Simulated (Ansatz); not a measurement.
A first, cheap relaxation of CH₇BFGaSi, SMILES `B[CH]([GaH2])[SiH2]F`.

```yaml
crystal:
  periodic: [false, false, false]
  atoms:
    - {symbol: B, position_ang: [-0.318000, 0.495800, 1.599500]}
    - {symbol: C, position_ang: [-0.703700, 0.305400, 0.050100]}
    - {symbol: Ga, position_ang: [0.669600, 0.926300, -1.453400]}
    - {symbol: Si, position_ang: [-0.000400, -1.346100, -0.532400]}
    - {symbol: F, position_ang: [-0.848000, -2.591700, 0.311200]}
    - {symbol: H, position_ang: [0.272100, -0.225400, 2.202000]}
    - {symbol: H, position_ang: [-0.598400, 1.582800, 2.087700]}
    - {symbol: H, position_ang: [-1.758800, 0.380100, -0.108800]}
    - {symbol: H, position_ang: [0.237700, 1.991300, -1.372700]}
    - {symbol: H, position_ang: [2.097400, 1.369800, -0.516300]}
    - {symbol: H, position_ang: [-0.368500, -1.508800, -1.942200]}
    - {symbol: H, position_ang: [1.396100, -1.434700, -0.290500]}
basis:
  gaussian: {orbitals: def2-SVP}
hamiltonian: {xc: pbe, dispersion: d4}
relax: {f_tol: 0.03, max_steps: 200}
```

```sh
$ ansatz run in.yaml --threads 4 --pin off --events-out ev --progress --plain --max-ram 10444MiB
```

Output, abridged:

```
Functional definition: PBE
mean field -64764.02317509 eV, -2380.0339530531 hartree, gradient 1.3e-5 eV, S^2 0.000000; 1 other end points of the search recorded, 0 dependent functions left out
relax step   1: F+E_penalty+E_count = -64764.32767485 eV  Δ(F+E_penalty+E_count) = +0.000e0 eV  max|allowed force component| = 1.432e1 eV/Å  Δτ_max = 0.0000 Å  (47 SCF iters, accepted)
mean field -64767.26110552 eV, -2380.1529448014 hartree, gradient 1.0e-5 eV, S^2 0.000000; 0 other end points of the search recorded, 0 dependent functions left out
relax step   2: F+E_penalty+E_count = -64767.56395943 eV  Δ(F+E_penalty+E_count) = -3.236e0 eV  max|allowed force component| = 5.293e0 eV/Å  Δτ_max = 0.1944 Å  (36 SCF iters, accepted)
mean field -64768.87232566 eV, -2380.2121560495 hartree, gradient 8.2e-6 eV, S^2 0.000000; 0 other end points of the search recorded, 0 dependent functions left out
relax step   3: F+E_penalty+E_count = -64769.17411365 eV  Δ(F+E_penalty+E_count) = -1.610e0 eV  max|allowed force component| = 1.993e0 eV/Å  Δτ_max = 0.1943 Å  (30 SCF iters, accepted)
mean field -64769.68197912 eV, -2380.2419102654 hartree, gradient 1.6e-5 eV, S^2 0.000000; 0 other end points of the search recorded, 0 dependent functions left out
relax step   4: F+E_penalty+E_count = -64769.98148492 eV  Δ(F+E_penalty+E_count) = -8.074e-1 eV  max|allowed force component| = 1.289e0 eV/Å  Δτ_max = 0.1955 Å  (30 SCF iters, accepted)
mean field -64770.06668944 eV, -2380.2560481087 hartree, gradient 2.5e-5 eV, S^2 0.000000; 0 other end points of the search recorded, 0 dependent functions left out
relax step   5: F+E_penalty+E_count = -64770.36374760 eV  Δ(F+E_penalty+E_count) = -3.823e-1 eV  max|allowed force component| = 6.103e-1 eV/Å  Δτ_max = 0.1950 Å  (28 SCF iters, accepted)
mean field -64770.21097580 eV, -2380.2613505347 hartree, gradient 1.7e-5 eV, S^2 0.000000; 0 other end points of the search recorded, 0 dependent functions left out
relax step   6: F+E_penalty+E_count = -64770.50627896 eV  Δ(F+E_penalty+E_count) = -1.425e-1 eV  max|allowed force component| = 3.494e-1 eV/Å  Δτ_max = 0.1997 Å  (29 SCF iters, accepted)
mean field -64770.28045681 eV, -2380.2639039147 hartree, gradient 9.9e-6 eV, S^2 0.000000; 0 other end points of the search recorded, 0 dependent functions left out
relax step   7: F+E_penalty+E_count = -64770.57512467 eV  Δ(F+E_penalty+E_count) = -6.885e-2 eV  max|allowed force component| = 2.013e-1 eV/Å  Δτ_max = 0.2000 Å  (29 SCF iters, accepted)
mean field -64770.29694183 eV, -2380.2645097283 hartree, gradient 2.7e-5 eV, S^2 0.000000; 0 other end points of the search recorded, 0 dependent functions left out
relax step   8: F+E_penalty+E_count = -64770.59100562 eV  Δ(F+E_penalty+E_count) = -1.588e-2 eV  max|allowed force component| = 3.959e-1 eV/Å  Δτ_max = 0.1966 Å  (28 SCF iters, accepted)
mean field -64770.31009409 eV, -2380.2649930650 hartree, gradient 6.4e-6 eV, S^2 0.000000; 0 other end points of the search recorded, 0 dependent functions left out
relax step   9: F+E_penalty+E_count = -64770.60473964 eV  Δ(F+E_penalty+E_count) = -1.373e-2 eV  max|allowed force component| = 2.549e-1 eV/Å  Δτ_max = 0.0487 Å  (30 SCF iters, accepted)
mean field -64770.31808345 eV, -2380.2652866682 hartree, gradient 6.9e-6 eV, S^2 0.000000; 0 other end points of the search recorded, 0 dependent functions left out
relax step  10: F+E_penalty+E_count = -64770.61322924 eV  Δ(F+E_penalty+E_count) = -8.490e-3 eV  max|allowed force component| = 1.464e-1 eV/Å  Δτ_max = 0.0850 Å  (30 SCF iters, accepted)
mean field -64770.31976929 eV, -2380.2653486217 hartree, gradient 2.6e-5 eV, S^2 0.000000; 0 other end points of the search recorded, 0 dependent functions left out
relax step  11: F+E_penalty+E_count = -64770.61512247 eV  Δ(F+E_penalty+E_count) = -1.893e-3 eV  max|allowed force component| = 1.031e-1 eV/Å  Δτ_max = 0.0319 Å  (30 SCF iters, accepted)
mean field -64770.32236506 eV, -2380.2654440146 hartree, gradient 2.7e-5 eV, S^2 0.000000; 0 other end points of the search recorded, 0 dependent functions left out
relax step  12: F+E_penalty+E_count = -64770.61796940 eV  Δ(F+E_penalty+E_count) = -2.847e-3 eV  max|allowed force component| = 3.031e-2 eV/Å  Δτ_max = 0.0619 Å  (29 SCF iters, accepted)
mean field -64770.32283340 eV, -2380.2654612259 hartree, gradient 6.1e-6 eV, S^2 0.000000; 0 other end points of the search recorded, 0 dependent functions left out
relax step  13: F+E_penalty+E_count = -64770.61872362 eV  Δ(F+E_penalty+E_count) = -7.542e-4 eV  max|allowed force component| = 5.602e-2 eV/Å  Δτ_max = 0.0672 Å  (30 SCF iters, accepted)
mean field -64770.32297036 eV, -2380.2654662591 hartree, gradient 2.6e-5 eV, S^2 0.000000; 0 other end points of the search recorded, 0 dependent functions left out
relax step  14: F+E_penalty+E_count = -64770.61889818 eV  Δ(F+E_penalty+E_count) = -1.746e-4 eV  max|allowed force component| = 5.014e-2 eV/Å  Δτ_max = 0.0130 Å  (30 SCF iters, accepted)
mean field -64770.32309480 eV, -2380.2654708319 hartree, gradient 2.6e-5 eV, S^2 0.000000; 0 other end points of the search recorded, 0 dependent functions left out
relax step  15: F+E_penalty+E_count = -64770.61908185 eV  Δ(F+E_penalty+E_count) = -1.837e-4 eV  max|allowed force component| = 2.555e-2 eV/Å  Δτ_max = 0.0121 Å  (30 SCF iters, accepted)
mean field -64770.32309480 eV, -2380.2654708319 hartree, gradient 2.6e-5 eV, S^2 0.000000; 1 other end points of the search recorded, 0 dependent functions left out
Total energy: -64770.61912626 eV, -2380.2763497875 hartree
Atom 0 at    -0.327732     0.424810     1.483053 Å, force     0.018389    -0.005226    -0.010601 eV/Å
Atom 1 at    -0.596403     0.281809    -0.023748 Å, force     0.000258     0.003681     0.003192 eV/Å
Atom 2 at     0.775540     1.459358    -0.882877 Å, force     0.000328     0.001451    -0.000423 eV/Å
Atom 3 at    -0.128810    -1.487655    -0.440469 Å, force    -0.017084    -0.025554     0.013915 eV/Å
Atom 4 at    -0.852695    -2.502273     0.636532 Å, force     0.014778     0.015808    -0.015999 eV/Å
Atom 5 at     0.743916     0.069393     1.951183 Å, force    -0.006542     0.000549    -0.004138 eV/Å
Atom 6 at    -1.156975     0.899597     2.235839 Å, force    -0.011123     0.007512     0.010994 eV/Å
Atom 7 at    -1.608970     0.560164    -0.376848 Å, force     0.000381    -0.001640    -0.002311 eV/Å
Atom 8 at     0.212634     2.563144    -1.858072 Å, force     0.000406    -0.002106     0.001987 eV/Å
Atom 9 at     2.300922     1.250865    -0.557771 Å, force    -0.000725    -0.000331     0.001879 eV/Å
Atom 10 at    -0.636400    -1.878757    -1.799756 Å, force    -0.000380     0.003193     0.000889 eV/Å
Atom 11 at     1.352074    -1.695656    -0.332867 Å, force     0.001315     0.002664     0.000617 eV/Å
Dipole moment:     0.070954     0.289311    -0.340384 e Å
```

Run time 31 s (4 threads of an Arm Neoverse V1 on a shared host); peak host memory 0.19 GiB.
